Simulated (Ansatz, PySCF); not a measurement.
Molecule: InF$_{3}$ (charge +1, doublet). 
Coordinates optimised at B3LYP-D3(BJ)/def2-TZVP (Ansatz, a quantum-chemistry and plane-wave program):
```xyz
4

In     0.0016     0.1759    -0.0702
F     -1.0114    -1.5066     0.3653
F      0.0174     1.9086    -0.7617
F      0.9853    -1.3598     0.7787
```
Charge +1, spin multiplicity 2.

Total electronic energies in hartree. Valence correlation only, unless marked. Open shells are spin-unrestricted. No spin-orbit coupling. Frozen are the shells of the preceding noble gas and the d and f shells that filled before the atom's block. In def2 rows, elements after Kr have scalar-relativistic effective core potentials. STO-3G rows are all-electron and non-relativistic.  The program attaches cautions to a run behind HF/STO-3G: other roots. The program attaches cautions to a run behind SCS-MP2/STO-3G: other roots. The program attaches cautions to a run behind CCSD/STO-3G: other roots. The program attaches cautions to a run behind CCSD(T)/def2-SVP: other roots. The program attaches cautions to a run behind CCSD(T)/def2-SVPD: other roots.

The Hartree-Fock reference is unstable (checked in the largest basis), which strains HF and MP2. 

```
level                             program  energy (Eh)
-------------------------  --------------  -----------
HF/STO-3G                          Ansatz  -5976.76609
HF/def2-QZVPP                      Ansatz   -487.30392
HF/def2-QZVPPD                     Ansatz   -487.30417
HF-D3(BJ)/def2-TZVPD        PySCF + dftd3   -487.30415
RI-HF/def2-QZVPPD                  Ansatz   -487.30396
PBE-D4/def2-TZVPD          Ansatz + dftd4   -489.15035
BLYP-D4/def2-TZVPD         Ansatz + dftd4   -489.37547
PBE0-D4/def2-TZVPD         Ansatz + dftd4   -489.12488
r2SCANh/def2-TZVPD                 Ansatz   -489.33209
HSE06-D4/def2-TZVPD        Ansatz + dftd4   -489.11233
CAM-B3LYP-D4/def2-TZVPD    Ansatz + dftd4   -489.31796
CAM-B3LYP/def2-TZVPD               Ansatz   -489.31639
LC-wPBE-D3(BJ)/def2-TZVPD  Ansatz + dftd3   -489.27187
B2GP-PLYP-D4/def2-TZVPD    Ansatz + dftd4   -488.85499
B2PLYP-D3(BJ)/def2-TZVPD   Ansatz + dftd3   -488.98098
PBE-QIDH/def2-TZVPD                Ansatz   -488.80113
RI-MP2/def2-TZVPP                  Ansatz   -488.06778
RI-MP2/def2-QZVPPD                 Ansatz   -488.16223
SCS-MP2/STO-3G                     Ansatz  -5976.83452
CCSD/STO-3G                        Ansatz  -5976.87427
CCSD(T)/def2-SVP                   Ansatz   -487.51071
CCSD(T)/def2-SVPD                  Ansatz   -487.56936
```

Totals of different functionals don't rank their quality; only differences between species are comparable.
